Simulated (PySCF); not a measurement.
Below is a simulated gas-phase Si 2p photoelectron spectrum of SiHMe2Br (`[H][Si](C)(C)Br`).

Every computed line was given a Gaussian of 0.4 eV full width at half maximum and an area set by the number of equivalent atoms (split 2:1 within a doublet); the highest printed point is 100. Level of theory: delta-SCF UKS SCAN, pcX-2 on the ionised atom, pcseg-1 elsewhere, spin-free X2C (PySCF 2.14.0).

```json
{"binding energy (eV)": "106.7", "intensity": "1"}
{"binding energy (eV)": "106.8", "intensity": "6"}
{"binding energy (eV)": "106.9", "intensity": "19"}
{"binding energy (eV)": "107.0", "intensity": "47"}
{"binding energy (eV)": "107.1", "intensity": "82"}
{"binding energy (eV)": "107.2", "intensity": "100"}
{"binding energy (eV)": "107.3", "intensity": "87"}
{"binding energy (eV)": "107.4", "intensity": "55"}
{"binding energy (eV)": "107.5", "intensity": "30"}
{"binding energy (eV)": "107.6", "intensity": "26"}
{"binding energy (eV)": "107.7", "intensity": "38"}
{"binding energy (eV)": "107.8", "intensity": "49"}
{"binding energy (eV)": "107.9", "intensity": "47"}
{"binding energy (eV)": "108.0", "intensity": "31"}
{"binding energy (eV)": "108.1", "intensity": "15"}
{"binding energy (eV)": "108.2", "intensity": "5"}
{"binding energy (eV)": "108.3", "intensity": "1"}
{"binding energy (eV)": "108.4", "intensity": "0"}
```

Task: Count the maxima, the lines and the sites behind this envelope.

Result: The curve has 2 maxima (at 107.2 and 107.8 eV). Under it lie 2 lines from 1 inequivalent silicon site, drawn as a 2p3/2, 2p1/2 pair.

Task: Decompose the envelope and assign each component. Bonds: Si1–C3, Si1–C7, Si1–Br11. Hydrogens: H2 on Si1; H4, H5, H6 on C3; H8, H9, H10 on C7.

Result: 
```json
{"position (eV)": "107.21", "relative area": "0.67", "line": "Si 2p3/2", "atoms": "Si1", "environment": "silicon bonded to Br, 2 C and H"}
{"position (eV)": "107.84", "relative area": "0.33", "line": "Si 2p1/2", "atoms": "Si1", "environment": "silicon bonded to Br, 2 C and H"}
```

Task: What are the centre and the root-mean-square width of the whole band?

Result: The area-weighted mean of the lines is 107.42 eV. Their own spread about it is 0.30 eV (rms) and each Gaussian has σ = 0.4/2.355 = 0.17 eV; the variances add, which gives 0.34 eV.

No satellites, vibrations or lifetime broadening are included. The 2p values add to the ΔSCF energy of one spin-free hole a correction within the shell (spin–orbit coupling, ligand field). 2p1/2 minus 2p3/2 (ligand field included): Si 0.63 eV. Isolated species at its PBE0-D3(BJ)/def2-SVP geometry, gas phase.

The run took 15 s of wall time on one thread of an Arm Neoverse V2, shared host, and the process peaked at 0.42 GiB of memory.
